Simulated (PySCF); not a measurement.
# C6H6N: g tensor and hyperfine couplings

Compound: C₆H₆N (doublet state).
Numbering: `[CH:1]#[C:2][C@H:3]1[CH:4]=[CH:5][CH2:6][N:7]1` (hydrogens: H8 on C1; H9 on C3; H10 on C4; H11 on C5; H12, H13 on C6)

Computed with UKS B3LYP, pcH-1 on C H N, non-relativistic, mean-field spin-orbit, GIAO in PySCF. Geometry: GFN2-xTB; no solvent, vibrations or thermal averaging. The geometry wasn't refined by DFT: couplings that depend on bond lengths, twists or pyramidal angles can differ widely from those at the functional's own minimum. Stability of the SCF solution: not tested.

```json
{
  "g1, g2, g3": "2.00210, 2.00381, 2.00675",
  "g_iso": "2.00422",
  "Form of g": "rhombic: the two nearest values differ by 37 % of g3 − g1",
  "⟨S²⟩": "0.7540 (exact 0.7500)",
  "Total energy": "-286.85568 Eh"
}
```

Hyperfine couplings atom by atom, in MHz; T1 to T3 are the principal values of the dipolar part:

```tsv
atom	isotope	a_iso	T1	T2	T3	Mulliken spin population
C1	13C	6.7	-2.8	0.2	2.5	0.00
C2	13C	87.5	-4.3	-3.2	7.5	0.03
C3	13C	-31.9	-3.4	-0.8	4.2	-0.05
C4	13C	-1.6	-1.3	-1.0	2.3	0.00
C5	13C	-2.0	-1.4	-0.9	2.3	0.00
C6	13C	-36.3	-4.2	0.2	3.9	-0.07
N7	14N	34.3	-43.1	-42.1	85.2	0.90
H8	1H	0.8	-1.4	-0.7	2.1	0.00
H9	1H	138.2	-6.8	-3.9	10.7	0.06
H10	1H	-1.0	-1.8	-1.6	3.4	0.00
H11	1H	-1.0	-1.8	-1.6	3.4	0.00
H12	1H	145.1	-6.4	-4.2	10.6	0.06
H13	1H	151.4	-6.5	-3.9	10.4	0.07
```

The Mulliken spin populations are largest on N7 (+0.90), C6 (-0.07), H13 (+0.07) and H12 (+0.06). N7 is the only atom above +0.15. The positive populations add up to 1.12 and the negative ones to -0.12, together 2S = 1.

Under fast tumbling the dipolar parts average out, and these isotropic splittings remain: 1 × 1H (H13, I = 1/2, 2 lines) with 5.40 mT, 1 × 1H (H12, I = 1/2, 2 lines) with 5.17 mT, 1 × 1H (H9, I = 1/2, 2 lines) with 4.93 mT, 1 × 14N (N7, I = 1, 3 lines) with 1.22 mT, 1 × 1H (H11, I = 1/2, 2 lines) with 0.04 mT and 1 × 1H (H10, I = 1/2, 2 lines) with 0.03 mT.

The 13C coupling of C2 (87.5 MHz) shows only in satellite lines or after enrichment, since that isotope makes up about 1.07 % of natural carbon.

β density exceeds α density at some nuclei, such as C6 (-0.0323), C3 (-0.0284) and C5 (-0.0018), spin density in bohr⁻³. In a single determinant that takes different orbitals for the two spins, that is spin polarisation.

On an Arm Neoverse V1 with one thread, no GPU, on a shared host, this took 43 s of wall time (grids of density and orbitals included) and 0.87 GiB of memory at its peak.
